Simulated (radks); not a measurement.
Zr3+, configuration [Kr] 4d1 (the NIST ground configuration). All-electron calculation, Dirac Kohn-Sham, LDA (Slater exchange, Perdew-Wang correlation), spin-unpolarised, spherical densities, point nucleus; open shells fill j = l - 1/2 first. Program: a radial shooting solver on a logarithmic mesh with Libxc functionals.

Normalised radial functions P(r) = r R(r) (large component), r in bohr:

| r | 3d3/2 | 4p3/2 |
|---|---|---|
| 0.00282 | 0.0000 | 0.0022 |
| 0.00323 | 0.0001 | 0.0028 |
| 0.003701 | 0.0001 | 0.0037 |
| 0.00424 | 0.0001 | 0.0048 |
| 0.004858 | 0.0002 | 0.0061 |
| 0.005566 | 0.0003 | 0.0079 |
| 0.006377 | 0.0004 | 0.0102 |
| 0.007306 | 0.0006 | 0.0131 |
| 0.008303 | 0.0008 | 0.0166 |
| 0.009513 | 0.0012 | 0.0212 |
| 0.0109 | 0.0018 | 0.0269 |
| 0.01249 | 0.0026 | 0.0341 |
| 0.01431 | 0.0037 | 0.0431 |
| 0.01639 | 0.0054 | 0.0541 |
| 0.01878 | 0.0077 | 0.0674 |
| 0.02151 | 0.0111 | 0.0835 |
| 0.02465 | 0.0159 | 0.1026 |
| 0.02801 | 0.0221 | 0.1234 |
| 0.03209 | 0.0314 | 0.1485 |
| 0.03677 | 0.0442 | 0.1766 |
| 0.04212 | 0.0618 | 0.2068 |
| 0.04826 | 0.0857 | 0.2379 |
| 0.05529 | 0.1177 | 0.2681 |
| 0.06335 | 0.1600 | 0.2946 |
| 0.07258 | 0.2149 | 0.3138 |
| 0.08315 | 0.2848 | 0.3214 |
| 0.0945 | 0.3662 | 0.3136 |
| 0.1083 | 0.4706 | 0.2850 |
| 0.124 | 0.5936 | 0.2316 |
| 0.1421 | 0.7335 | 0.1515 |
| 0.1628 | 0.8860 | 0.0459 |
| 0.1865 | 1.0437 | -0.0794 |
| 0.2137 | 1.1963 | -0.2139 |
| 0.2448 | 1.3306 | -0.3417 |
| 0.2805 | 1.4326 | -0.4437 |
| 0.3188 | 1.4873 | -0.4981 |
| 0.3653 | 1.4920 | -0.4954 |
| 0.4185 | 1.4376 | -0.4200 |
| 0.4794 | 1.3268 | -0.2713 |
| 0.5493 | 1.1691 | -0.0604 |
| 0.6293 | 0.9796 | 0.1901 |
| 0.721 | 0.7768 | 0.4495 |
| 0.826 | 0.5799 | 0.6835 |
| 0.9464 | 0.4048 | 0.8605 |
| 1.076 | 0.2697 | 0.9549 |
| 1.232 | 0.1616 | 0.9701 |
| 1.412 | 0.0882 | 0.9038 |
| 1.617 | 0.0434 | 0.7757 |
| 1.853 | 0.0190 | 0.6131 |
| 2.123 | 0.0073 | 0.4447 |
| 2.432 | 0.0024 | 0.2939 |
| 2.787 | 0.0007 | 0.1754 |
| 3.193 | 0.0001 | 0.0934 |
| 3.629 | 0.0000 | 0.0459 |
| 4.157 | 0.0000 | 0.0188 |
| 4.763 | 0.0000 | 0.0065 |
| 5.457 | 0.0000 | 0.0019 |
| 6.252 | 0.0000 | 0.0004 |

3d3/2: eigenvalue -204.14 eV, 0 radial nodes, <r> = 0.451 bohr, 90 % of the charge inside 0.726 bohr. 4p3/2: eigenvalue -58.654 eV, 2 radial nodes at r = 0.171, 0.568 bohr, <r> = 1.35 bohr, 90 % of the charge inside 2.00 bohr.
